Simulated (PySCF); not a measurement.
CH4ClFSi, SMILES FC[SiH2]Cl. Geometry optimised at PBE-D3(BJ)/def2-SVP. Other conformers were not sampled.

Method: PBE-D3(BJ)/def2-SVP run with PySCF.

Harmonic wavenumbers (cm⁻¹): 80, 160, 261, 517, 535, 639, 670, 769, 872, 908, 1050, 1200, 1260, 1397, 2169, 2196, 2932, 2995. Rotational constants (GHz): 7.802, 2.362, 1.971; symmetry number 1.

Task: Work out the zero-point energy and the ideal-gas rigid-rotor harmonic-oscillator thermochemistry at 298.15 K and 1 atm.

Result: ZPE = ½ Σ hcν = ½ × 20610 cm⁻¹ = 29.46 kcal/mol. H − E(el) = 33.60 kcal/mol. Entropy in cal/(mol K): translation 39.68, rotation 26.58, vibration 10.71, total 76.97. G − E(el) = 10.65 kcal/mol. Cp = 20.32 cal/(mol K). Modes under 150 cm⁻¹ make the vibrational entropy uncertain.
